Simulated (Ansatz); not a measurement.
Ansatz (an electronic-structure program) input:

Ansatz 0.2 input:
```yaml
crystal:
  periodic: [false, false, false]
  atoms:
    - {symbol: C, position_ang: [-2.28297338, -0.94735951, -0.76614573]}
    - {symbol: C, position_ang: [-1.20007218, 0.11813711, -0.60187407]}
    - {symbol: C, position_ang: [-1.78748225, 1.35276077, 0.07788628]}
    - {symbol: C, position_ang: [-0.02020426, -0.46007407, 0.18650403]}
    - {symbol: C, position_ang: [1.20258575, 0.46227915, 0.22826120]}
    - {symbol: C, position_ang: [2.35320507, -0.21040309, 0.90525635]}
    - {symbol: C, position_ang: [3.52229078, -0.44729673, 0.34134164]}
    - {symbol: H, position_ang: [-1.88800726, -1.82386501, -1.27496269]}
    - {symbol: H, position_ang: [-3.11610449, -0.56010481, -1.34855629]}
    - {symbol: H, position_ang: [-2.65981244, -1.25653570, 0.20669510]}
    - {symbol: H, position_ang: [-0.84292086, 0.40513538, -1.59776804]}
    - {symbol: H, position_ang: [-2.10497405, 1.11240322, 1.09059631]}
    - {symbol: H, position_ang: [-1.06131546, 2.15992448, 0.12464067]}
    - {symbol: H, position_ang: [-2.65296725, 1.71110438, -0.47533815]}
    - {symbol: H, position_ang: [-0.34309855, -0.67953663, 1.20707942]}
    - {symbol: H, position_ang: [0.27974224, -1.40442490, -0.27509602]}
    - {symbol: H, position_ang: [1.48428386, 0.74454141, -0.78825897]}
    - {symbol: H, position_ang: [0.95365067, 1.37212176, 0.78017079]}
    - {symbol: H, position_ang: [2.16881218, -0.52098808, 1.92619379]}
    - {symbol: H, position_ang: [3.73082257, -0.15096228, -0.67406452]}
    - {symbol: H, position_ang: [4.32297165, -0.94042670, 0.86613705]}
basis:
  gaussian:
    orbitals: def2-TZVP
hamiltonian:
  xc: b3lyp
  dispersion: d3bj
relax: {f_tol: 0.002, max_steps: 150}
```

### Question
Which total energy does the run end on?

### Answer
-275.29776 Eh (B3LYP-D3(BJ)/def2-TZVP). The basis has 301 functions.
